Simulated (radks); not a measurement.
The numbers below are computed, except where a source is named.
The mean radii <r> (bohr) of the occupied orbitals of an atom or ion are listed with their occupations. Level of theory: Dirac Kohn-Sham, PBE, spin-unpolarised, spherical densities, finite nucleus; Fermi nuclear charge, rms radius of each element as measured or else 0.836 A^(1/3) + 0.57 fm (a radial shooting solver on a logarithmic mesh with Libxc functionals).

orbital      occ.      <r>
1s1/2           2  0.04407
2s1/2           2   0.1933
2p1/2           2   0.1662
2p3/2           4   0.1698
3s1/2           2   0.4890
3p1/2    0.666667   0.4746
3p3/2     1.33333   0.4803

Name the element and its charge. Open shells, if any, are shared by 2j + 1.

Answer. Z = 34, selenium, charge +20: Se20+ in [Ne] 3s2 3p2. The 1s radius gives Z: for a bare nucleus <r> = (2 gamma + 1)/(2Z) with gamma = sqrt(1 - (Z/c)^2), 0.0432 bohr for Z = 34, and screening makes it slightly larger (0.04407 here). The occupations add up to 14, and the charge is Z minus that.
